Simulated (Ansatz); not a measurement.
Ansatz (a quantum-chemistry and plane-wave program) input (MP2/6-31G*):

Ansatz 0.2 input:
```yaml
crystal:
  periodic: [false, false, false]
  atoms:
    - {symbol: C, position_ang: [-1.20748795, -0.05475739, -0.02997572]}
    - {symbol: Si, position_ang: [0.58530938, 0.02654272, 0.01453023]}
    - {symbol: H, position_ang: [-1.82230395, 0.83895675, -0.07707614]}
    - {symbol: H, position_ang: [-1.74051796, -1.00052426, -0.01137043]}
    - {symbol: H, position_ang: [1.36330731, -1.21371511, 0.07790906]}
    - {symbol: H, position_ang: [1.25011096, 1.33222888, -0.01303131]}
basis:
  gaussian:
    orbitals: 6-31G*
total_charge: 1
magnetization: {spin_polarized: true, initial_magnetization: 1}
correlation: {method: mp2, electrons: outside_noble_gas}
```

### Question
Predict the final energy.

### Answer
-328.94624 Eh.
